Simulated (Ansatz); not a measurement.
Cost and result for the atomization energy of ClF2GeI, SMILES `[F][Ge]([F])([Cl])[I]` (5 atoms, 4 bonds).

```xyz
5

F     0.572    1.620   -0.383
Ge    0.071    0.039    0.037
F     0.469   -0.133    1.692
Cl    1.239   -1.328   -1.061
I    -2.351   -0.199   -0.285
```

The species carries charge 0 and has multiplicity 1. Correlated methods include outer-core shells of Ge, I, which these sets cover unevenly. Scalar relativity is left out up to krypton. I takes the def2 core potential. The geometry is a stationary point of PBE0-D4/def2-TZVP. Program: Ansatz. All runs use 4 threads of an AMD EPYC 9R45 on a shared host. Times are those of one run each, without the atoms' runs, and a repeat can differ threefold. Electronic energies, without spin–orbit coupling; frozen cores. CCSD(T)/CBS adds CCSD(T) − MP2 in def2-TZVPP to the MP2 limit, and its time is that of the two runs behind it. T1 = 0.011. With those shells the extrapolation isn't a true limit. B3LYP takes the VWN-RPA correlation (the form of Gaussian; ORCA's B3LYP/G). HSE06 is the plane-wave form, built on full-range PBE exchange.

CCSD(T)/CBS is a level of theory with its own doubt, some kJ/mol a heavy atom from the limit and from the frozen cores, so smaller differences don't rank the functionals.

```tsv
level	functions	wall time	atomization (kJ/mol)	difference from CCSD(T)/CBS	per bond
LDA (SPW92)/def2-TZVPP	202	0.5 s	1866.9	291.7	72.9
revPBE-D4/def2-TZVPP	202	0.65 s	1538.8	-36.4	-9.1
BLYP-D4/def2-TZVPP	202	0.7 s	1536.9	-38.3	-9.6
HSE06-D4/def2-TZVPP	202	1.4 s	1547.1	-28.1	-7.0
r2SCAN-D4/def2-TZVPP (with forces)	202	1.6 s	1578.0	2.8	0.7
B3LYP-D4/def2-TZVPP (with forces)	202	1.8 s	1517.9	-57.3	-14.3
RPA@PBE/def2-TZVPP	202	1.9 s	1366.0	-209.2	-52.3
B2PLYP/def2-TZVPP	202	2 s	1526.5	-48.7	-12.2
ωB97X-V/def2-TZVPP	202	2.5 s	1568.1	-7.1	-1.8
CCSD(T)/def2-SVP	104	3 s	1413.6	-161.6	-40.4
MP2/def2-QZVPP	355	5.5 s	1656.4	81.2	20.3
CCSD(T)/def2-TZVPP	202	53 s	1522.2	-53.0	-13.3
CCSD(T)/CBS(def2)	–	58 s	1575.2	0.0	0.0
```

From PBE to PBE0 (25 % exact exchange), in def2-TZVPP and without D4, the atomization energy moves by −57.7 kJ/mol: exact exchange takes away binding that semilocal exchange gives to molecules. The D4 term adds +29.5 kJ/mol with B3LYP and +15.4 kJ/mol with PBE0; it sums over pairs of atoms, weighted by their polarisabilities, and B3LYP, whose exchange is more repulsive, gets the larger term. Leaving LDA and LC-ωPBE aside and taking each functional with its dispersion term where it has one, the values, not all of them listed here, spread over 158.3 kJ/mol, from BHLYP-D4 to PBE-D4. LDA lies +278.8 kJ/mol from PBE without D4, its usual overbinding.

Spin–orbit coupling would lower the free I atoms strongly, and the atomization energy with them, by more than many differences here. For some Ge, Se and Sn compounds the MP2-based and the directly extrapolated limit differ by 10 to 25 kJ/mol.
